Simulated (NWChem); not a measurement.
Species: BH$_{2}$SOF; SMILES OB(F)S

```xyz
6

B      0.0138    -0.4576     0.0000
F     -1.1188    -1.1691     0.0000
O      1.2227    -1.0722     0.0000
H      1.1325    -2.0385     0.0000
S     -0.1217     1.3612     0.0000
H      1.2067     1.5946     0.0000
```
Atoms are numbered in this order, from 1.

All runs: NWChem. Pople sets run with spherical d functions. All runs use the structure optimised with B3LYP/6-31G* (spherical d). GIAO values for the isolated, static molecule; σ is the absolute isotropic shielding, δ = σ(reference) − σ with the isolated reference molecule computed at the same levels (11B: boron trifluoride, 19F: trichlorofluoromethane, 1H: tetramethylsilane, 17O: water).

For level B3LYP/6-311G**:

```
Property     Value
----------  ------
δ B1 (ppm)    20.4
δ F2 (ppm)  -102.5
δ O3 (ppm)   127.7
δ H4 (ppm)    3.96
```

**Question.** Estimate the same quantities for level PBE/pcSseg-1.

**Answer.** 
- δ B1 (ppm) = 19.0
- δ F2 (ppm) = -111.7
- δ O3 (ppm) = 133.0
- δ H4 (ppm) = 4.32
